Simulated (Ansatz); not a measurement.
The cluster Cd2Se, relaxed as a triplet with UKS PBE-D4/def2-TZVP in Ansatz, starting from the PBE-D4/def2-TZVP geometry of the neutral singlet. Force threshold 0.02 eV/Å.

In the def2 sets Cd takes a core potential; there is no spin–orbit coupling. At PBE-D4/def2-TZVP a singlet of charge 0 lies 0.15 eV below the triplet, each at its own geometry. The structure comes from a short search, and lower isomers may exist.

Start:

```xyz
3

Cd   -0.243   -0.874    2.360
Cd    0.242    0.872   -2.361
Se    0.001    0.002    0.001
```

```json
{"step": "1", "energy (eV)": "-74470.3851", "largest force component (eV/Å)": "0.824", "SCF passes": "43"}
{"step": "2", "energy (eV)": "-74470.7042", "largest force component (eV/Å)": "0.697", "SCF passes": "27"}
{"step": "3", "energy (eV)": "-74470.8871", "largest force component (eV/Å)": "0.471", "SCF passes": "22"}
{"step": "4", "energy (eV)": "-74471.0218", "largest force component (eV/Å)": "0.258", "SCF passes": "21"}
{"step": "5", "energy (eV)": "-74471.1523", "largest force component (eV/Å)": "0.262", "SCF passes": "21"}
{"step": "6", "energy (eV)": "-74471.2677", "largest force component (eV/Å)": "0.234", "SCF passes": "21"}
{"step": "7", "energy (eV)": "-74471.3421", "largest force component (eV/Å)": "0.144", "SCF passes": "21"}
{"step": "8", "energy (eV)": "-74471.3607", "largest force component (eV/Å)": "0.049", "SCF passes": "21"}
{"step": "9", "energy (eV)": "-74471.3635", "largest force component (eV/Å)": "0.051", "SCF passes": "20"}
{"step": "10", "energy (eV)": "-74471.3647", "largest force component (eV/Å)": "0.012", "SCF passes": "23"}
```

Force components are those of the run's own axes.

End:

```xyz
3

Cd   -0.5421   -1.0939    1.6175
Cd   -0.1699    0.2453   -2.0044
Se    0.7120    0.8485    0.3869
```

By distances, no bond broke or formed. The bond that changes most is Cd1–Se3, from 2.53 to 2.62 Å (atoms count from 1).

No frequencies were taken in this run, so the end may be a saddle point.

It took 16 s on 4 threads of Arm Neoverse V2 on a shared host.
